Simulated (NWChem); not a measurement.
System meant: AlH$_{3}$S$_{2}$O; SMILES [SH][Al]([SH])[OH]

Input file for NWChem:

```
start job
memory heap 200 mb stack 900 mb global 1100 mb
geometry units angstroms noautoz
  Al     0.406143    -0.072241    -0.008758
  O      2.085082    -0.309585    -0.013087
  H      2.782417     0.346382     0.010910
  S     -0.841570    -1.856883    -0.024234
  H      0.240716    -2.668027    -0.024181
  S     -0.480225     1.922420     0.009325
  H     -1.747110     1.451014     0.022407
end
basis spherical
  Al library def2-svp
  O library def2-svp
  H library def2-svp
  S library def2-svp
end
dft
  xc xpbe96 cpbe96
  iterations 4
  mulliken
end
task dft energy
```

End of the output:

```
    Atom       Charge   Shell Charges
 -----------   ------   -------------------------------------------------------
    1 Al  13    12.89   2.00  1.93  0.59  0.23  5.81  1.01  0.80  0.51
    2 O    8     8.20   1.97  0.86  0.59  2.71  2.05  0.01
    3 H    1     0.91   0.55  0.17  0.19
    4 S   16    16.01   2.00  1.95  0.98  0.67  5.81  1.90  2.66  0.04
    5 H    1     0.98   0.60  0.30  0.08
    6 S   16    16.01   2.00  1.95  0.98  0.67  5.81  1.90  2.66  0.04
    7 H    1     0.99   0.60  0.30  0.08

 center of mass
 --------------
 x =  -0.01378976 y =   0.01079160 z =  -0.00069084

 moments of inertia (a.u.)
 ------------------
         855.769167501702           0.000000000000           0.000000000000
           0.000000000000         408.600605422468          -0.000000000000
           0.000000000000          -0.000000000000        1264.365090753942

     Multipole analysis of the density
     ---------------------------------

     L   x y z        total         alpha         beta         nuclear
     -   - - -        -----         -----         ----         -------
     0   0 0 0     -0.000000    -28.000000    -28.000000     56.000000

     1   1 0 0      0.377435      0.188718      0.188718     -0.000000
     1   0 1 0      0.128078      0.064039      0.064039     -0.000000
     1   0 0 1      0.018334      0.009167      0.009167      0.000000

     2   2 0 0    -30.009546   -126.829264   -126.829264    223.648981
     2   1 1 0      0.410223      1.989929      1.989929     -3.569636
     2   1 0 1      0.045522      0.004799      0.004799      0.035925
     2   0 2 0    -34.736636   -239.477053   -239.477053    444.217471
     2   0 1 1      0.007361     -0.006959     -0.006959      0.021278
     2   0 0 2    -33.802974    -16.902610    -16.902610      0.002246

 ------------------------------------------------------------------------
 dft energy failed                                                                                  0
 ------------------------------------------------------------------------
 ------------------------------------------------------------------------
  current input line :
    23: task dft energy
 ------------------------------------------------------------------------
 ------------------------------------------------------------------------
 This type of error is most commonly associated with calculations not reaching convergence criteria
 ------------------------------------------------------------------------
 For more information see the NWChem manual at https://nwchemgit.github.io

0:dft energy failed:Received an Error in Communication
```

Question: Find the fault in this run and fix the input.

Answer: Convergence was not reached. Cause: the SCF was allowed too few iterations. This input runs:
```
start job
memory heap 200 mb stack 900 mb global 1100 mb
geometry units angstroms noautoz
  Al     0.406143    -0.072241    -0.008758
  O      2.085082    -0.309585    -0.013087
  H      2.782417     0.346382     0.010910
  S     -0.841570    -1.856883    -0.024234
  H      0.240716    -2.668027    -0.024181
  S     -0.480225     1.922420     0.009325
  H     -1.747110     1.451014     0.022407
end
basis spherical
  * library def2-svp
end
dft
  xc xpbe96 cpbe96
  iterations 150
  mulliken
end
task dft energy
```
It converges to -1115.03649 Ha (PBE/def2-SVP).
